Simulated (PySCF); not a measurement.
SMILES O(C)[Si](C#C[SiH3])(OC)OC (C₅H₁₂O₃Si₂), GFN2-xTB optimised geometry.

```
22

Si    -3.30     0.35     0.00
C     -1.45     0.35     0.00
C     -0.24     0.36     0.02
Si     1.61     0.32    -0.04
O      2.26    -1.16    -0.12
C      2.03    -2.19     0.80
O      1.94     1.16     1.33
C      3.19     1.48     1.87
O      2.26     0.94    -1.39
C      2.03     2.22    -1.89
H     -3.77     1.74     0.00
H     -3.77    -0.35     1.20
H     -3.76    -0.35    -1.21
H      1.03    -2.59     0.67
H      2.76    -2.98     0.61
H      2.14    -1.84     1.83
H      3.77     2.10     1.18
H      3.77     0.58     2.10
H      3.01     2.04     2.80
H      2.76     2.41    -2.67
H      1.03     2.30    -2.30
H      2.14     2.98    -1.10
```

Density from PBE0/def2-SVP (PySCF) at that geometry.

Minimum of the electron density along straight lines between bonded atoms, close to the bond critical point (lines longer than 1.1 times the sum of covalent radii, or with two minima, are not listed):

| bond | length / Å | ρ at the minimum / e bohr⁻³ | ∇²ρ there / e bohr⁻⁵ | position (fraction from the first atom) |
|---|---|---|---|---|
| Si1–C2 | 1.849 | 0.110 | 0.41 | 0.39 |
| C2–C3 | 1.210 | 0.406 | -1.18 | 0.50 |
| C3–Si4 | 1.855 | 0.112 | 0.40 | 0.62 |
| Si4–O5 | 1.622 | 0.132 | 1.09 | 0.41 |
| O5–C6 | 1.396 | 0.258 | -0.29 | 0.66 |
| Si4–O7 | 1.636 | 0.127 | 1.05 | 0.41 |
| O7–C8 | 1.402 | 0.253 | -0.30 | 0.66 |
| Si4–O9 | 1.622 | 0.132 | 1.09 | 0.41 |
| O9–C10 | 1.396 | 0.258 | -0.29 | 0.66 |
| Si1–H11 | 1.466 | 0.118 | 0.31 | 0.49 |
| Si1–H12 | 1.466 | 0.118 | 0.31 | 0.49 |
| Si1–H13 | 1.466 | 0.118 | 0.31 | 0.49 |
| C6–H14 | 1.093 | 0.282 | -1.07 | 0.63 |
| C6–H15 | 1.091 | 0.283 | -1.09 | 0.64 |
| C6–H16 | 1.093 | 0.281 | -1.06 | 0.63 |
| C8–H17 | 1.093 | 0.281 | -1.06 | 0.63 |
| C8–H18 | 1.093 | 0.281 | -1.06 | 0.63 |
| C8–H19 | 1.091 | 0.283 | -1.09 | 0.64 |
| C10–H20 | 1.091 | 0.283 | -1.09 | 0.64 |
| C10–H21 | 1.093 | 0.282 | -1.07 | 0.63 |
| C10–H22 | 1.093 | 0.281 | -1.06 | 0.63 |
